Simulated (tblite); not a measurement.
Potential energy surface of H3O (cation, charge +1), singlet: map of symmetric stretch and umbrella angle. Scanned: O-H bond length and angle between the O-H bonds and the threefold axis (90 = planar).

Cartesian coordinates as functions of the variables (Å; names that start with a are angles):
```
O  0  0  0
H  r*sin(a)*cos(0*2*pi/3+0)  r*sin(a)*sin(0*2*pi/3+0)  0+r*cos(a)
H  r*sin(a)*cos(1*2*pi/3+0)  r*sin(a)*sin(1*2*pi/3+0)  0+r*cos(a)
H  r*sin(a)*cos(2*2*pi/3+0)  r*sin(a)*sin(2*2*pi/3+0)  0+r*cos(a)
```

Computed with tblite 0.5.0 with GFN2-xTB, 300 K electronic temperature.

Energy in mEh above the lowest grid point; x is the O-H bond length (Å), y the angle between the O-H bonds and the threefold axis (90 = planar) (°).

```
y \ x    0.86  0.92  0.96  1.01  1.06  1.10  1.15  1.19  1.23
------  -----  ----  ----  ----  ----  ----  ----  ----  ----
130     111.0  65.0  50.2  43.9  47.2  54.6  68.2  81.6  96.5
127.20   95.5  50.9  37.0  31.9  36.3  44.6  59.2  73.2  88.9
123.20   77.8  35.1  22.4  18.6  24.4  33.7  49.5  64.4  80.8
119.20   64.8  23.8  12.0   9.4  16.3  26.5  43.2  58.8  75.9
115.20   55.6  16.1   5.3   3.7  11.4  22.3  39.8  56.0  73.6
111.20   49.8  11.5   1.5   0.7   9.3  20.7  38.9  55.6  73.5
107.20   46.4   9.4   0.0   0.1   9.3  21.3  40.0  57.1  75.4
103.20   45.0   8.9   0.2   0.9  10.8  23.3  42.6  60.0  78.7
99.20    44.7   9.5   1.3   2.7  13.1  26.0  45.8  63.7  82.7
95.20    44.9  10.4   2.5   4.3  15.3  28.6  48.8  67.0  86.3
90       45.2  10.9   3.3   5.3  16.5  30.0  50.6  69.0  88.5
```

Points that lie below all their neighbours on the grid: x = 0.96, y = 107.20 (0.0 mEh).
